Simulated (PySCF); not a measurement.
1,2-difluorocyclobutene (C4H4F2), SMILES FC1=C(CC1)F.

Coordinates come from a B3LYP-D3(BJ)/def2-SVP optimisation.

Computed with M06-2X/def2-TZVP in PySCF.

Symmetry labels are those of the subgroup C2v that the program uses (full group C2v).

Computed valence orbital energies around the gap with their symmetry:
```
orbital  symmetry  energy (eV)
-------  --------  -----------
HOMO−7         A2       -15.44
HOMO−6         B1       -15.33
HOMO−5         B2       -14.56
HOMO−4         A1       -12.19
HOMO−3         A2       -12.12
HOMO−2         B1       -11.91
HOMO−1         A1       -11.50
HOMO           B2        -8.31
LUMO           A2         1.86
LUMO+1         A1         1.88
LUMO+2         B1         2.56
LUMO+3         A1         2.71
```
